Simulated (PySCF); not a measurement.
PySCF 2.14 output of an unrestricted M06-2X calculation on a single atom or ion in def2-SVP with the def2 core potential (28 electrons) (4s4p2d, 26 functions), with scalar relativity through the core potential:

```
SCF conv_tol = 1e-09
number electrons alpha = 12  beta = 10
    Y. Zhao and D. G. Truhlar.,  Theor. Chem. Acc. 120, 215 (2008)
    Y. Zhao and D. G. Truhlar.,  Theor. Chem. Acc. 120, 215 (2008)
cycle= 1 E= -214.191133872344  delta_E= -0.00283  |g|= 0.0115  |ddm|= 0.172
cycle= 2 E= -214.191298173336  delta_E= -0.000164  |g|= 0.00355  |ddm|= 0.0487
cycle= 3 E= -214.191311720199  delta_E= -1.35e-05  |g|= 0.0013  |ddm|= 0.0138
cycle= 4 E= -214.191313220223  delta_E= -1.5e-06  |g|= 7.18e-05  |ddm|= 0.0055
cycle= 5 E= -214.19131322558  delta_E= -5.36e-09  |g|= 1.03e-05  |ddm|= 0.000246
cycle= 6 E= -214.191313225683  delta_E= -1.03e-10  |g|= 7e-07  |ddm|= 2.94e-05
converged SCF energy = -214.191313225683  <S^2> = 2.0055393  2S+1 = 3.0036906
```

The run itself started from symmetry-adapted Hartree-Fock orbitals and held the occupation by maximum overlap, on a logarithmic radial grid, so the iterations belong to that start.

Which element, charge and spin multiplicity is this?

Sn (tin, neutral), multiplicity 3; the state was [Kr] 4d10 5s2 5p2, high-spin 3P determinant.

Energies and moments cover only the electrons outside the core potential.
